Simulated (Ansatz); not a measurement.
An input meant for (HMg-mu-NH2)2 (Mg₂N₂H₆) (charge 0, singlet; with a point charge).

```yaml
crystal:
  periodic: [false, false, false]
  atoms:
    - {symbol: Mg, position_ang: [1.431669, 0.327776, 0.266119]}
    - {symbol: H, position_ang: [3.078084, 0.704537, 0.572074]}
    - {symbol: N, position_ang: [-0.365746, 0.535943, 1.307663]}
    - {symbol: Mg, position_ang: [-1.431293, -0.330481, -0.264894]}
    - {symbol: H, position_ang: [-3.077152, -0.710850, -0.569284]}
    - {symbol: N, position_ang: [0.365675, -0.535524, -1.307837]}
    - {symbol: H, position_ang: [-0.631681, 1.493007, 1.555094]}
    - {symbol: H, position_ang: [-0.422125, 0.054132, 2.208954]}
    - {symbol: H, position_ang: [0.420215, -0.047955, -2.206289]}
    - {symbol: H, position_ang: [0.632343, -1.490584, -1.561600]}
basis:
  gaussian: {orbitals: pcseg-2, point_charges: [{charge: 0.50, position_ang: [6.043, -0.006, -0.061]}]}
hamiltonian: {xc: {name: HF}}
correlation: {method: mp2, frozen_orbitals: {Mg: 0}}
scf: {omitted_lower_state_checks: [starts]}
output: {forces: true}
```

```sh
$ ansatz run in.yaml --threads 4 --pin off --events-out ev --progress --plain --max-ram 3916MiB
```

(1) Predict how Ansatz answers.

Answers

(1) The input was rejected before any iteration. Frozen orbitals are typed for one element alone, and the program wants a count for each (the count typed has to fit that element's core, too).
```
Functional definition: HF
Error: "frozen_orbitals" has no count for H
```
